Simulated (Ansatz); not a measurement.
Born–Oppenheimer molecular dynamics of BCl₂H₃O (7 atoms, charge 0, multiplicity 1). It starts at the highest image of a converged band, a first-order saddle point between two minima.

All numbers below come from RKS B3LYP/def2-SVP in Ansatz.

| Item | Value |
| --- | --- |
| ensemble | NVE (velocity Verlet) |
| time step | 0.5 fs |
| steps asked | 200 |
| starting velocities drawn for | 300 K |
| seed | 7511 |

First frame:

```xyz
7
Properties=species:S:1:pos:R:3
B -0.028 -0.314 -0.101
Cl -0.094 0.160 2.111
H 1.034 0.130 -0.412
Cl -1.508 0.206 -0.935
O -0.038 -1.735 0.336
H -0.900 -2.147 0.154
H -0.049 -1.260 1.476
```

Question: What does the run give?

Answer: The run went to its last step.

```json
{
  "steps done": "200",
  "time covered": "100 fs",
  "mean temperature over the second half": "590 K",
  "spread of the potential energy over the second half": "12.6 meV per atom",
  "mean potential energy of the second half above the start": "-26.7 meV per atom"
}
```

The conserved energy stayed within 0.19 meV per atom of its start (net change 0.072 meV per atom), so the integration is sound. The kinetic energy rose, since the run started high on the potential surface and went downhill. A run of 0.1 ps of so small a system gives no equilibrium averages. The orbitals stay closed-shell, which can raise the energy where a bond breaks towards radicals; this wasn't checked here.

Question: What happens to the structure?

Answer: Between its relaxed ends the band would form Cl2–H7 and break B1–Cl2, O5–H7. These pairs go: Cl2–H7 1.56 → 3.50 Å, B1–Cl2 2.26 → 1.77 Å, O5–H7 1.24 → 0.99 Å. In the last frame they stand as before the step (other bonds may differ from the relaxed reactants and products). It ends as one piece, BCl2H3O. Pairs count as bonded within 1.25 times the sum of covalent radii (0.12 Å more for H–H). The details hang on the random start.

Question: How do temperature and energy run in time?

Answer: 
```csv
time (fs),T (K),potential energy less start (eV),conserved less start (meV/atom)
0,300,0.000,0.00
8,180,0.078,0.09
16,291,0.007,0.13
24,808,-0.328,0.06
32,1127,-0.535,-0.05
40,513,-0.137,0.10
48,871,-0.368,0.08
56,787,-0.314,0.08
64,628,-0.212,0.02
72,449,-0.096,0.02
80,536,-0.152,0.09
88,589,-0.186,0.09
96,553,-0.164,-0.04
```

Run time: 10 min on 1 thread of Arm Neoverse V1, on a shared host, peak memory 0.15 GiB.
